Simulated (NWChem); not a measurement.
# GaNH₄O; SMILES [NH2][GaH][OH]

```xyz
7

Ga    -0.3328    -0.0211    -0.0001
H     -1.8806    -0.0948     0.0005
O      0.5749    -1.5608    -0.0001
H      1.5327    -1.4744     0.0017
N      0.6099     1.5252    -0.0004
H      1.6198     1.5941     0.0006
H      0.1754     2.4395     0.0030
```
Atoms are numbered in this order, from 1.

Results from NWChem. Structure relaxed at the PBE0/def2-SVP level. Ions are spin-unrestricted doublets at the neutral geometry; other ion states weren't tried.

Q: Estimate the computed values for B3LYP/def2-SVP. Quantities: vertical ionisation energy, ΔSCF (eV); −ε(HOMO) (eV).

A: 
```json
{
  "vertical ionisation energy, ΔSCF (eV)": "9.55",
  "−ε(HOMO) (eV)": "6.88"
}
```
